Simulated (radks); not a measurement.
Question: Radial electron density D(r) = 4 pi r^2 rho(r) of an atom or ion with 11 electrons. Calculated with a radial shooting solver on a logarithmic mesh with Libxc functionals: scalar-relativistic Kohn-Sham, exchange-only r2SCAN, spin-polarised, spherical densities, finite nucleus; meta-GGA in the generalised Kohn-Sham scheme; Fermi nuclear charge, rms radius of each element as measured or else 0.836 A^(1/3) + 0.57 fm.

r (bohr),D(r) (e/bohr),spin D(r)
0.006225,0.5958,0.00171
0.007019,0.7412,0.00213
0.007914,0.9195,0.00264
0.008923,1.138,0.00326
0.01006,1.402,0.00401
0.01134,1.723,0.00492
0.01279,2.107,0.00601
0.01442,2.565,0.00730
0.01626,3.105,0.00882
0.01833,3.737,0.0106
0.02067,4.467,0.0126
0.0233,5.299,0.0149
0.02607,6.166,0.0172
0.02939,7.186,0.0198
0.03314,8.285,0.0226
0.03736,9.437,0.0254
0.04212,10.60,0.0279
0.0475,11.74,0.0301
0.05355,12.77,0.0315
0.06038,13.63,0.0320
0.06808,14.26,0.0312
0.07676,14.57,0.0289
0.08654,14.53,0.0250
0.09758,14.11,0.0196
0.11,13.35,0.0130
0.124,12.32,0.00610
0.1399,11.16,0.0000941
0.1577,10.03,-0.00344
0.1778,9.121,-0.00275
0.2005,8.592,0.00367
0.226,8.547,0.0166
0.2548,8.992,0.0354
0.2873,9.834,0.0588
0.324,10.88,0.0823
0.3653,11.87,0.101
0.4118,12.54,0.108
0.4643,12.67,0.101
0.5236,12.15,0.0800
0.5903,11.02,0.0483
0.6656,9.388,0.0155
0.7504,7.496,-0.00555
0.8461,5.592,-0.00211
0.954,3.899,0.0350
1.076,2.563,0.109
1.203,1.687,0.208
1.356,1.109,0.330
1.529,0.8133,0.445
1.724,0.6818,0.528
1.944,0.6128,0.556
2.192,0.5407,0.523
2.472,0.4416,0.437
2.787,0.3231,0.322
3.142,0.2074,0.207
3.543,0.1150,0.115
3.994,0.05429,0.0543
4.504,0.02147,0.0215
5.078,0.006992,0.00699
5.725,0.001842,0.00184
6.455,0.0003842,0.000384

What is the nuclear charge?

Answer: Z = 13. The innermost maximum, from 1s, lies near gamma/Z bohr with gamma = sqrt(1 - (Z/c)^2) = 0.995, here 0.0766 bohr (found: 0.0805), and its height grows with Z. The density is that of the aluminium ion Al2+ in [Ne] 3s1; the configuration itself is not fixed sharply by these data, and Z only to about a unit. D(r) has 2 maxima, at r = 0.0805, 0.450 bohr, and minima at 0.215 bohr, inside which lie 2.20 electrons.
